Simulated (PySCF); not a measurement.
CH₃F₃OSi, SMILES OC[Si](F)(F)F. Atoms are numbered in the order given.

```xyz
9

O     -2.2634     0.3495    -0.0358
C     -1.3389    -0.6993     0.1375
Si     0.4056    -0.0737    -0.0228
F      0.8327     0.2708    -1.5272
F      1.4909    -1.1032     0.5554
F      0.5170     1.2888     0.8248
H     -2.1082     1.0078     0.6510
H     -1.4603    -1.2370     1.0999
H     -1.5335    -1.4475    -0.6480
```
Charge 0, spin multiplicity 1.

Coordinates come from a PBE0-D3(BJ)/def2-SVP optimisation. The values are those of a single conformer.

Two levels are set side by side: PBE/pcSseg-1 (PySCF) and PBE0/pcSseg-1 (PySCF). GIAO shifts against CFCl3 (¹⁹F), H2O (¹⁷O), TMS (²⁹Si), TMS (¹H), TMS (¹³C) at the same level; non-relativistic, no solvent, atoms listed together averaged. Differences are taken from unrounded values.

```tsv
quantity	PBE0
δ(¹⁷O) of O1 (ppm)	-13.4
δ(¹³C) of C2 (ppm)	50.1
δ(²⁹Si) of Si3 (ppm)	-55.3
δ(¹H) of H7 (ppm)	-0.10
δ(¹H) of H8, H9 (ppm)	3.89
```

### Question
What does PBE give, and how far is it from PBE0? (An estimate is asked for; the answer gives what the named calculation found.)

### Answer

```
quantity                 PBE  PBE minus PBE0
---------------------  -----  --------------
δ(¹⁷O) of O1 (ppm)      -3.5             9.9
δ(¹³C) of C2 (ppm)      53.4             3.3
δ(²⁹Si) of Si3 (ppm)   -55.6            -0.4
δ(¹H) of H7 (ppm)      -0.39           -0.29
δ(¹H) of H8, H9 (ppm)   4.04            0.14
```

Rough cost on one machine, each run with all the roots and properties that it gave: PBE0 against PBE within a factor of 2.
